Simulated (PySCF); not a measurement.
# Two-dimensional NMR puzzle

Compound of formula C5H10N2Si. Correlations simulated from computed shifts and the bond graph:

HSQC (one-bond C–H):
```csv
δH,δC
7.20,136.4
6.81,126.4
2.97,26.9
1.25,18.2
```

COSY cross peaks (H two or three bonds apart, from the bond graph; peaks can be absent where the dihedral angle is near 90°):
```csv
δH,δH
7.20,6.81
2.97,1.25
```

HMBC (two and three bonds, from the bond graph):
```csv
δH,δC
7.20,"157.9, 126.4"
6.81,"157.9, 136.4"
5.12,"157.9, 126.4"
2.97,"157.9, 18.2"
1.25,"157.9, 26.9"
```

Carbons without hydrogens: δ 157.9.

Computed data (PySCF): shieldings: GIAO PBE0/pcSseg-1, GFN2-xTB geometry. No solvent, a single conformation, non-relativistic, fast rotation and ring inversion assumed for equivalent nuclei.

References, each an isolated molecule treated in the same way: TMS for ¹H (σ = 31.72 ppm) and ¹³C (σ = 186.93 ppm).

Exchangeable hydrogens are left out of these lists.

Question: Work out the connectivity.

Answer: `CCc1nccn1[SiH3]`.

Numbering as in the mapped SMILES `[CH3:1][CH2:2][c:3]1[n:4][cH:5][cH:6][n:7]1[SiH3:8]`. Hydrogens are named by the atom that carries them.

1. δC 157.9 is C3, a substituted aromatic carbon next to a ring nitrogen.
2. δC 136.4 is C5, an aromatic CH next to a ring nitrogen (δH 7.20).
3. δC 126.4 is C6, an aromatic CH next to a ring nitrogen (δH 6.81).
4. δC 26.9 is C2, an sp3 CH2 on an aromatic ring (δH 2.97).
5. δC 18.2 is C1, a methyl carbon (δH 1.25).
6. HMBC from δH 7.20 reaches the proton-free carbon C3.
7. HMBC from δH 6.81 reaches the proton-free carbon C3.
8. HMBC from δH 5.12 reaches the proton-free carbon C3.
9. HMBC from δH 2.97 reaches the proton-free carbon C3.
10. COSY links 7.20–6.81, 2.97–1.25.

The data come from this structure; uniqueness wasn't tested.

Shifts are as computed. Against solution values, carbons near 30 ppm lie about +3 ppm off and those near 130 ppm about +5 ppm. Of 1211 compounds with measured shifts, 218 miss one by over three times the rms of a fit or turn the order of signals round; such compounds aren't used in these exercises.
